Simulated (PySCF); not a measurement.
Computed beside measured shifts: SiCl2(SBu)2 (C8H18Cl2S2Si)

System: SiCl2(SBu)2 (C8H18Cl2S2Si), SMILES CCCCS[Si](Cl)(Cl)SCCCC.

Atom-mapped SMILES (hydrogens are numbered by the atom that bears them): [CH3:1][CH2:2][CH2:3][CH2:4][S:5][Si:6]([Cl:7])([Cl:8])[S:9][CH2:10][CH2:11][CH2:12][CH3:13]

Method: GIAO PBE0/pcSseg-2, gas phase, PySCF SCF with an in-house response code, fitting set def2-universal-JFIT up to Ne and JKFIT beyond, grid level 2, non-relativistic, geometry: PBE0-D3(BJ)/def2-SVP.

One optimised conformer. Values are averaged over the atoms that symmetry or fast rotation interchanges, on this one geometry and without vibrational averaging. Shifts are the reference shielding less the shielding here, at the same level (13C, 1H, 29Si against isolated TMS; 33S against isolated CS2); nuclei without a reference have shieldings only.

Question: What shifts does this level give for Si6, and how do they compare with measurement?

Answer: 
```csv
atom,nucleus,computed / ppm,measured / ppm,computed less measured,measured against,medium of the measurement
Si6,29Si,38.1,14.1,24.0,TMS,solution
```

Measured values: U. Herzog, Habilitationsschrift, TU Bergakademie Freiberg, 2002/2003.
